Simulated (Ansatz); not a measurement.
Mulliken charges of CH2BF3O (`OC(F)B(F)F`) from ωB97M-V/def2-TZVPP in Ansatz (PBE0-D4/def2-TZVP geometry).

| atom | x (Å) | y (Å) | z (Å) | charge (e) |
| --- | --- | --- | --- | --- |
| O1 | -0.197 | -1.324 | 0.466 | -0.282 |
| C2 | 0.447 | -0.164 | 0.086 | 0.162 |
| F3 | 1.167 | 0.363 | 1.147 | -0.219 |
| B4 | -0.674 | 0.866 | -0.392 | 0.488 |
| F5 | -1.258 | 0.689 | -1.556 | -0.227 |
| F6 | -1.023 | 1.898 | 0.333 | -0.208 |
| H7 | 0.445 | -2.033 | 0.566 | 0.185 |
| H8 | 1.185 | -0.352 | -0.706 | 0.101 |

**Question.** By hand: the dipole of these point charges (1 e Å = 4.8032 D).

**Answer.** Σ q r = (0.244, -0.273, -0.243) e Å, of length 0.439 e Å = 2.11 D.

**Question.** How does the dipole of the full density compare? (An estimate is asked.)

**Answer.** Computed: (0.277, -0.334, -0.226) e Å, 2.35 D; the point charges give 0.90 times that, at 6° from its direction.

Point charges leave out the atoms' own dipoles, such as those of lone pairs, and Mulliken's split depends on the basis, so the close match here is no proof of good charges.
